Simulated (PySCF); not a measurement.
C₄H₁₀S, charge +1, doublet, geometry from GFN2-xTB (a state made from the parent by changing its charge; the spin is typed, not shown lowest). Base run: B3LYP/6-31G run with PySCF.

PySCF was given this input:
```python
from pyscf import gto, scf, dft, solvent

mol = gto.M(
    atom='''
C     2.589483   -0.144146   -0.245770
C     1.216927    0.470390   -0.393278
S     0.005047   -0.255395    0.723483
C    -1.529432    0.533303    0.189243
C    -2.291265   -0.399605   -0.749945
H     2.981535   -0.009846    0.760212
H     3.276023    0.334424   -0.940267
H     2.574349   -1.210061   -0.462424
H     1.244203    1.545807   -0.185752
H     0.832328    0.347584   -1.411434
H    -1.307998    1.487774   -0.285081
H    -2.116359    0.695019    1.094990
H    -2.487411   -1.361995   -0.283695
H    -1.743140   -0.561051   -1.675015
H    -3.248569    0.059004   -0.988757
''',
    basis='6-31g',
    charge=1,
    spin=1,
    verbose=4,
)

mf = dft.UKS(mol)
mf.xc = 'b3lyp'
mf.kernel()
mf.analyze()
```

The base run was repeated with changes; each row names its change, and settings that it needs were set with it.

| change | ΔE vs base (kcal/mol) |
|---|---|
| base | 0.000 |
| model = IEF-PCM; solvent = acetonitrile; lebedev_order = 41 | -55.89 |
| model = IEF-PCM; solvent = acetonitrile; vdw_scale = 1.4 | -48.77 |
| model = IEF-PCM; solvent = acetonitrile; vdw_scale = 1.0 | -68.3 |
| model = C-PCM; solvent = acetonitrile | -55.89 |
| model = IEF-PCM; solvent = n-hexane | -26.44 |
| model = ddCOSMO; solvent = acetonitrile | -52.29 |
| model = IEF-PCM; solvent = acetonitrile; lebedev_order = 11 | -55.52 |
| model = IEF-PCM; solvent = acetonitrile | -55.85 |
| model = IEF-PCM; solvent = water | -56.76 |
| model = IEF-PCM; solvent = chloroform | -44.91 |
| model = COSMO; solvent = acetonitrile | -55.11 |

The base is the gas phase, so ΔE is the electrostatic part of solvation at a fixed geometry, without cavity and dispersion terms.

Open shells are given as the SCF converged; they aren't shown to be the lowest states, and a large step between rows can be another state.
